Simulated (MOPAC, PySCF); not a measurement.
H2F2Ge, SMILES `[GeH2]([F])[F]`, neutral singlet in the gas phase. 

Cartesian coordinates (Å):
SMILES: [F][GeH2][F]
```xyz
5

F      1.4354     0.8217     0.1166
Ge    -0.0105    -0.1137     0.0077
F     -1.2624     1.0466    -0.2455
H      0.0847    -0.9829    -1.2419
H     -0.2473    -0.7717     1.3631
```
Charge 0, spin multiplicity 1.

All levels are single points at this geometry (r2SCAN-D4/def2-TZVP); Pople sets use spherical d functions. Orbital energies aren't observables, and empty levels follow the basis.

```json
[
 {"level": "r2SCAN-D4/def2-TZVP in PySCF", "HOMO (eV)": "-8.88", "LUMO (eV)": "-0.51", "gap (eV)": "8.36", "dipole (D)": "2.54", "vertical IE, Delta-SCF (eV)": "12.32"},
 {"level": "B3LYP/3-21G in PySCF", "HOMO (eV)": "-9.17", "LUMO (eV)": "0.61", "gap (eV)": "9.77", "dipole (D)": "2.46", "vertical IE, Delta-SCF (eV)": "–"},
 {"level": "B3LYP/6-311+G** (LANL2DZ on Ge) in PySCF", "HOMO (eV)": "-10.10", "LUMO (eV)": "-0.71", "gap (eV)": "9.39", "dipole (D)": "3.27", "vertical IE, Delta-SCF (eV)": "–"},
 {"level": "B3LYP/6-31G* in PySCF", "HOMO (eV)": "-9.52", "LUMO (eV)": "-0.01", "gap (eV)": "9.51", "dipole (D)": "2.52", "vertical IE, Delta-SCF (eV)": "12.38"},
 {"level": "B3LYP/LANL2DZ in PySCF", "HOMO (eV)": "-10.06", "LUMO (eV)": "-0.30", "gap (eV)": "9.76", "dipole (D)": "3.40", "vertical IE, Delta-SCF (eV)": "–"},
 {"level": "BP86/6-31G* in PySCF", "HOMO (eV)": "-8.21", "LUMO (eV)": "-0.56", "gap (eV)": "7.64", "dipole (D)": "2.33", "vertical IE, Delta-SCF (eV)": "–"},
 {"level": "PBE/6-31G* in PySCF", "HOMO (eV)": "-8.08", "LUMO (eV)": "-0.57", "gap (eV)": "7.51", "dipole (D)": "2.32", "vertical IE, Delta-SCF (eV)": "11.80"},
 {"level": "SVWN5/6-31G* in PySCF", "HOMO (eV)": "-8.15", "LUMO (eV)": "-0.80", "gap (eV)": "7.35", "dipole (D)": "2.41", "vertical IE, Delta-SCF (eV)": "11.90"},
 {"level": "HF/3-21G in PySCF", "HOMO (eV)": "-13.60", "LUMO (eV)": "4.08", "gap (eV)": "17.68", "dipole (D)": "3.10", "vertical IE, Delta-SCF (eV)": "–"},
 {"level": "HF/6-31G* in PySCF", "HOMO (eV)": "-13.70", "LUMO (eV)": "3.25", "gap (eV)": "16.95", "dipole (D)": "2.98", "vertical IE, Delta-SCF (eV)": "12.89"},
 {"level": "AM1 in MOPAC", "HOMO (eV)": "-11.63", "LUMO (eV)": "0.52", "gap (eV)": "12.15", "dipole (D)": "2.53", "vertical IE, Delta-SCF (eV)": "–"},
 {"level": "PM6 in MOPAC", "HOMO (eV)": "-11.90", "LUMO (eV)": "0.63", "gap (eV)": "12.53", "dipole (D)": "3.98", "vertical IE, Delta-SCF (eV)": "–"},
 {"level": "PM7 in MOPAC", "HOMO (eV)": "-11.66", "LUMO (eV)": "-0.92", "gap (eV)": "10.73", "dipole (D)": "4.94", "vertical IE, Delta-SCF (eV)": "–"}
]
```
